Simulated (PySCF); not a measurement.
Radial density of Rb (rubidium, neutral)

UHF, [Kr] 4d1, 2D determinant (an excited configuration). Calculation: PySCF 2.14, in dyall-av2z (22s16p9d, 115 functions); no relativity, point nucleus.

```json
{"r (bohr)": "0.000774", "4πr²ρ (e/bohr)": "0.2489", "4πr²(ρα − ρβ)": "0.0000"}
{"r (bohr)": "0.00130", "4πr²ρ (e/bohr)": "0.6774", "4πr²(ρα − ρβ)": "0.0000"}
{"r (bohr)": "0.00219", "4πr²ρ (e/bohr)": "1.795", "4πr²(ρα − ρβ)": "0.0000"}
{"r (bohr)": "0.00368", "4πr²ρ (e/bohr)": "4.547", "4πr²(ρα − ρβ)": "-0.0001"}
{"r (bohr)": "0.00619", "4πr²ρ (e/bohr)": "10.69", "4πr²(ρα − ρβ)": "-0.0002"}
{"r (bohr)": "0.0104", "4πr²ρ (e/bohr)": "22.16", "4πr²(ρα − ρβ)": "-0.0005"}
{"r (bohr)": "0.0175", "4πr²ρ (e/bohr)": "37.33", "4πr²(ρα − ρβ)": "-0.0008"}
{"r (bohr)": "0.0295", "4πr²ρ (e/bohr)": "45.50", "4πr²(ρα − ρβ)": "-0.0013"}
{"r (bohr)": "0.0496", "4πr²ρ (e/bohr)": "39.27", "4πr²(ρα − ρβ)": "-0.0029"}
{"r (bohr)": "0.0834", "4πr²ρ (e/bohr)": "43.74", "4πr²(ρα − ρβ)": "-0.0056"}
{"r (bohr)": "0.140", "4πr²ρ (e/bohr)": "54.37", "4πr²(ρα − ρβ)": "0.0069"}
{"r (bohr)": "0.236", "4πr²ρ (e/bohr)": "33.20", "4πr²(ρα − ρβ)": "0.0397"}
{"r (bohr)": "0.397", "4πr²ρ (e/bohr)": "39.12", "4πr²(ρα − ρβ)": "0.0293"}
{"r (bohr)": "0.667", "4πr²ρ (e/bohr)": "20.40", "4πr²(ρα − ρβ)": "-0.0034"}
{"r (bohr)": "1.12", "4πr²ρ (e/bohr)": "6.556", "4πr²(ρα − ρβ)": "0.0511"}
{"r (bohr)": "1.89", "4πr²ρ (e/bohr)": "4.532", "4πr²(ρα − ρβ)": "0.3980"}
{"r (bohr)": "3.18", "4πr²ρ (e/bohr)": "0.8822", "4πr²(ρα − ρβ)": "0.3543"}
{"r (bohr)": "5.34", "4πr²ρ (e/bohr)": "0.007190", "4πr²(ρα − ρβ)": "0.0008"}
{"r (bohr)": "8.98", "4πr²ρ (e/bohr)": "2.908e-05", "4πr²(ρα − ρβ)": "0.0000"}
```

A non-relativistic calculation at this Z misses sizeable relativistic shifts. At UHF the highest occupied level has a positive energy, so only the finite basis holds that electron; for this excited configuration the basis is too tight for the outer shell.

**Question.** Where is the radial spin density 4πr²(ρα − ρβ) most negative, and why is it negative at all?

**Answer.** Around r = 0.0834 bohr, down to -0.0056 e/bohr: exchange with the open shell polarises the paired shells in an unrestricted calculation.
